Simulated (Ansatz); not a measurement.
Mulliken charges of H₄O₂SSi (`O[SiH](O)S`) from r2SCAN/def2-TZVPP in Ansatz (PBE0-D4/def2-TZVP geometry).

```csv
atom,x (Å),y (Å),z (Å),charge (e)
O1,-0.650,1.055,-0.785,-0.408
Si2,0.268,0.303,0.349,0.691
O3,1.670,-0.083,-0.386,-0.409
S4,-0.808,-1.343,1.185,-0.293
H5,-1.591,1.102,-0.610,0.208
H6,0.609,1.144,1.513,-0.098
H7,1.636,-0.308,-1.317,0.207
H8,-1.042,-1.927,-0.004,0.102
```

Question: By hand: the dipole of these point charges (1 e Å = 4.8032 D).

Answer: Σ q r = (-0.154, 0.063, -0.176) e Å, of length 0.242 e Å = 1.16 D.

Question: How does the dipole of the full density compare? (An estimate is asked.)

Answer: Computed: (-0.276, -0.028, -0.333) e Å, 2.08 D; the point charges give 0.56 times that, at 19° from its direction.

Point charges leave out the atoms' own dipoles, such as those of lone pairs, and Mulliken's split depends on the basis, so the two needn't agree.
